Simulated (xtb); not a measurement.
xtb input (GFN1-xTB):

```bash
xtb mol.xyz --gfn 1 --sp --chrg -1 --uhf 0
```
mol.xyz:
```
9

C     -2.33940638    -0.19896467     0.00707298
C     -1.04142932     0.21915911     0.06988788
C      0.15191927    -0.51386040    -0.11470472
C      1.41580073     0.05657221    -0.01812593
N      2.48809721     0.52295882     0.06000096
H     -3.15695068     0.49041244     0.17413273
H     -2.59840437    -1.23043960    -0.21106744
H     -0.88897031     1.27545564     0.29569869
H      0.10633907    -1.57357774    -0.34355194
```

Output:

```
           -------------------------------------------------
          |                Calculation Setup                |
           -------------------------------------------------

           -------------------------------------------------
          |                 G F N 1 - x T B                 |
           -------------------------------------------------

        Reference                      10.1021/acs.jctc.7b00118
      * Hamiltonian:
        H0-scaling (s, p, d)           1.850000    2.250000    2.000000
        zeta-weighting                 0.000000
      * Dispersion:
        s8                             2.400000
        a1                             0.630000
        a2                             5.000000
        s9                             0.000000
      * Repulsion:
        kExp                           1.500000
        rExp                           1.000000
      * Coulomb:
        alpha                          2.000000
        third order                    atomic
        anisotropic                    false
      * Halogen bond correction:
        rad-scale                      1.300000
        damping                        0.440000

          ...................................................
          :                      SETUP                      :
          :.................................................:
          :  # basis functions                  28          :
          :  # atomic orbitals                  28          :
          :  # shells                           18          :
          :  # electrons                        26          :
          :  # halogen bonds                     0          :
          :  max. iterations                   250          :
          :  Hamiltonian                  GFN1-xTB          :
          :  restarted?                      false          :
          :  GBSA solvation                  false          :
          :  PC potential                    false          :
          :  electronic temp.          300.0000000     K    :
          :  accuracy                    1.0000000          :
          :  -> integral cutoff          0.2500000E+02      :
          :  -> integral neglect         0.1000000E-07      :
          :  -> SCF convergence          0.1000000E-05 Eh   :
          :  -> wf. convergence          0.2000000E-04 e    :
          :  Broyden damping             0.4000000          :
          :  net charge                         -1          :
          :  unpaired electrons                  0          :
          ...................................................

 iter      E             dE          RMSdq      gap      omega  full diag
   1    -14.1721245 -0.141721E+02  0.101E+01    3.63       0.0  T
   2    -14.1939647 -0.218402E-01  0.599E+00    3.37       1.0  T
   3    -14.1900622  0.390245E-02  0.106E+00    3.26       1.0  T
   4    -14.1953227 -0.526050E-02  0.299E-01    3.31       1.0  T
   5    -14.1957592 -0.436461E-03  0.612E-02    3.33       1.0  T
   6    -14.1957702 -0.109807E-04  0.205E-02    3.33       1.6  T
   7    -14.1957709 -0.786202E-06  0.131E-03    3.33      25.5  T
   8    -14.1957710 -0.154713E-07  0.713E-04    3.33      46.7  T
   9    -14.1957710 -0.854810E-09  0.746E-05    3.33     447.0  T
  10    -14.1957710 -0.675904E-11  0.755E-05    3.33     441.5  T

   *** convergence criteria satisfied after 10 iterations ***

         #    Occupation            Energy/Eh            Energy/eV
      -------------------------------------------------------------
         1        2.0000           -0.5147490             -14.0070
       ...           ...                  ...                  ...
         7        2.0000           -0.3102388              -8.4420
         8        2.0000           -0.2852072              -7.7609
         9        2.0000           -0.2808500              -7.6423
        10        2.0000           -0.2543808              -6.9221
        11        2.0000           -0.2489835              -6.7752
        12        2.0000           -0.2428684              -6.6088
        13        2.0000           -0.1472114              -4.0058 (HOMO)
        14                         -0.0249948              -0.6801 (LUMO)
        15                         -0.0033668              -0.0916
        16                          0.0717951               1.9536
        17                          0.0814277               2.2158
        18                          0.0944159               2.5692
       ...                                ...                  ...
        28                          1.4501356              39.4602
      -------------------------------------------------------------
                  HL-Gap            0.1222166 Eh            3.3257 eV
             Fermi-level           -0.0861031 Eh           -2.3430 eV

 SCC (total)                   0 d,  0 h,  0 min,  0.007 sec
 SCC setup                      ...        0 min,  0.000 sec (  1.774%)
 Dispersion                     ...        0 min,  0.000 sec (  0.986%)
 classical contributions        ...        0 min,  0.000 sec (  1.092%)
 integral evaluation            ...        0 min,  0.001 sec ( 21.101%)
 iterations                     ...        0 min,  0.002 sec ( 32.931%)
 molecular gradient             ...        0 min,  0.003 sec ( 38.341%)
 printout                       ...        0 min,  0.000 sec (  3.545%)

         :::::::::::::::::::::::::::::::::::::::::::::::::::::
         ::                     SUMMARY                     ::
         :::::::::::::::::::::::::::::::::::::::::::::::::::::
         :: total energy             -13.951798361562 Eh    ::
         :: gradient norm              0.012701444405 Eh/a0 ::
         :: HOMO-LUMO gap              3.325684092388 eV    ::
         ::.................................................::
         :: SCC energy               -14.195770961679 Eh    ::
         :: -> electrostatic           0.127476760863 Eh    ::
         :: repulsion energy           0.246672994676 Eh    ::
         :: dispersion energy         -0.002700394559 Eh    ::
         :: halogen bond corr.         0.000000000000 Eh    ::
         :: add. restraining           0.000000000000 Eh    ::
         :: total charge              -1.000000000000 e     ::
         :::::::::::::::::::::::::::::::::::::::::::::::::::::

           -------------------------------------------------
          |                Property Printout                |
           -------------------------------------------------

    * Orbital Energies and Occupations

         #    Occupation            Energy/Eh            Energy/eV
      -------------------------------------------------------------
         1        2.0000           -0.5147490             -14.0070
         2        2.0000           -0.4364355             -11.8760
         3        2.0000           -0.4184252             -11.3859
         4        2.0000           -0.3870786             -10.5329
         5        2.0000           -0.3633689              -9.8878
         6        2.0000           -0.3288180              -8.9476
         7        2.0000           -0.3102388              -8.4420
         8        2.0000           -0.2852072              -7.7609
         9        2.0000           -0.2808500              -7.6423
        10        2.0000           -0.2543808              -6.9221
        11        2.0000           -0.2489835              -6.7752
        12        2.0000           -0.2428684              -6.6088
        13        2.0000           -0.1472114              -4.0058 (HOMO)
        14                         -0.0249948              -0.6801 (LUMO)
        15                         -0.0033668              -0.0916
        16                          0.0717951               1.9536
Note: The following floating-point exceptions are signalling: IEEE_DENORMAL
normal termination of xtb
        17                          0.0814277               2.2158
        18                          0.0944159               2.5692
        19                          0.1163472               3.1660
        20                          0.1377700               3.7489
        21                          0.3626688               9.8687
        22                          0.4496257              12.2349
        23                          0.4888548              13.3024
        24                          0.5009160              13.6306
       ...                                ...                  ...
        28                          1.4501356              39.4602
      -------------------------------------------------------------
                  HL-Gap            0.1222166 Eh            3.3257 eV
             Fermi-level           -0.0861031 Eh           -2.3430 eV

  Mulliken/CM5 charges         n(s)   n(p)   n(d)
     1C    -0.27945 -0.38111   1.003  3.276  0.000
     2C     0.00634 -0.05143   1.045  2.948  0.000
     3C    -0.27109 -0.32039   1.011  3.260  0.000
     4C     0.17949  0.28801   1.072  2.748  0.000
     5N    -0.54899 -0.66760   1.689  3.860  0.000
     6H    -0.02876  0.02367   1.029  0.000  0.000
     7H    -0.02119  0.03126   1.021  0.000  0.000
     8H    -0.02791  0.02912   1.028  0.000  0.000
     9H    -0.00844  0.04847   1.008  0.000  0.000

Wiberg/Mayer (AO) data.
largest (>0.10) Wiberg bond orders for each atom

 ---------------------------------------------------------------------------
     #   Z sym  total        # sym  WBO       # sym  WBO       # sym  WBO
 ---------------------------------------------------------------------------
     1   6 C    3.882 --     2 C    1.649     6 H    0.984     7 H    0.983
                             3 C    0.143
     2   6 C    3.995 --     1 C    1.649     3 C    1.308     8 H    0.974
     3   6 C    3.851 --     2 C    1.308     4 C    1.291     9 H    0.959
                             1 C    0.143     5 N    0.135
     4   6 C    3.956 --     5 N    2.602     3 C    1.291
     5   7 N    2.895 --     4 C    2.602     3 C    0.135
     6   1 H    1.010 --     1 C    0.984
     7   1 H    1.006 --     1 C    0.983
     8   1 H    1.010 --     2 C    0.974
     9   1 H    1.006 --     3 C    0.959
 ---------------------------------------------------------------------------

Topologies differ in total number of bonds
Writing topology from bond orders to xtbtopo.mol

 dipole moment from electron density (au)
     X       Y       Z
  -1.0463  -0.3117  -0.0451  total (Debye):    2.777

           -------------------------------------------------
          | TOTAL ENERGY              -13.951798361562 Eh   |
          | GRADIENT NORM               0.012701444405 Eh/α |
          | HOMO-LUMO GAP               3.325684092388 eV   |
           -------------------------------------------------

------------------------------------------------------------------------
------------------------------------------------------------------------
 total:
 SCF:
```

It need not be the lowest isomer of its formula. Whether it binds its extra electron was not tested at this geometry.
